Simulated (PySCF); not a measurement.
Compound: C₅H₁₀NP₃Si.
SMILES with atom numbers: `[CH3:1][N:2]([CH3:3])[c:4]1[p:5][cH:6][p:7][c:8]([SiH3:9])[p:10]1`

Geometry (GFN2-xTB, Å), atoms numbered from 1 in this order:
```
atom  x, y, z in Å
C1    -3.028    0.498    0.196
N2    -1.814   -0.272    0.228
C3    -1.879   -1.696    0.405
C4    -0.615    0.336    0.013
P5    -0.688    2.091   -0.224
C6     0.940    2.619   -0.399
P7     2.502    1.878   -0.424
C8     2.219    0.172   -0.244
Si9    3.786   -0.908   -0.239
P10    0.782   -0.762   -0.024
H11   -3.880   -0.142    0.415
H12   -3.172    0.959   -0.787
H13   -2.990    1.302    0.939
H14   -2.898   -1.994    0.640
H15   -1.221   -2.006    1.224
H16   -1.552   -2.222   -0.500
H17    0.988    3.700   -0.534
H18    3.474   -2.192   -0.871
H19    4.200   -1.146    1.147
H20    4.845   -0.205   -0.963
```

Definitions: NICS(0) = −σiso at the ring centroid; NICS(1) = −σiso and NICS(1)zz = −σzz at ±1 Å along the ring normal z. Level: GIAO PBE0/pcSseg-1 (PySCF, non-relativistic, gas phase) on the GFN2-xTB geometry, one conformer.

Ring bond lengths (Å), with Mayer bond orders in brackets: C4–P5 1.773 (1.14), P5–C6 1.721 (1.38), C6–P7 1.729 (1.29), P7–C8 1.739 (1.26), C8–P10 1.728 (1.35), P10–C4 1.777 (1.15).

Q: Give the NICS values of each ring in ppm.

A: 
```tsv
ring	type	NICS(0)	NICS(1), two faces	NICS(1)zz, two faces	rms pucker (Å)	centre to ring atoms, mean (Å)
C4–P5–C6–P7–C8–P10	6-membered ring with 3 P; formal bonds all aromatic	-6.4	-9.4 / -8.9	-21.8 / -20.9	0.02	1.73
```

Q: What can be read from them?

A: 
- C4–P5–C6–P7–C8–P10: mean NICS(1)zz -21.3 ppm, shielded.

Q: What does the geometric index give? Use HOMA with the parameters of Krygowski (1993).

A: 
- C4–P5–C6–P7–C8–P10: HOMA 0.68; the largest term is that of P10–C4, α(R − Ropt)² = 0.75.

Q: At the first NICS(1) probe listed for ring C4–P5–C6–P7–C8–P10, 1 Å off the ring, what do the in-plane components average?

A: The isotropic value is a third of the trace: (3 × -9.4 − (-21.8))/2 = -3.2 ppm.

Q: List the ring angles and the Hirshfeld charges of the ring atoms.

A: 
- C4–P5–C6–P7–C8–P10: C4 129.9° (-0.057 e), P5 106.2° (+0.076 e), C6 136.4° (-0.172 e), P7 105.8° (+0.074 e), C8 132.8° (-0.208 e), P10 108.8° (+0.076 e); sum 719.9° against 720° for a flat convex ring.

Q: What are the shieldings of the ring atoms and their hydrogens in the same run (means over atoms taken as equivalent)?

A: 
| atoms | environment | σ isotropic (ppm) | principal values of the symmetric part, first atom (ppm) |
| --- | --- | --- | --- |
| C4 | aromatic carbon bearing nitrogen | -14.7 | -169.2, -36.4, 161.4 |
| P5 | phosphorus bonded to 2 C | 158.4 | -150.7, 76.8, 549.0 |
| C6 | aromatic CH carbon | -0.9 | -214.4, 30.2, 181.5 |
| P7 | phosphorus bonded to 2 C | 88.5 | -219.9, -95.5, 581.0 |
| C8 | substituted aromatic carbon | -8.6 | -210.7, -20.7, 205.6 |
| P10 | phosphorus bonded to 2 C | 120.2 | -203.8, 61.9, 502.4 |
| H17 | aromatic hydrogen | 20.90 | 16.1, 19.5, 27.1 |
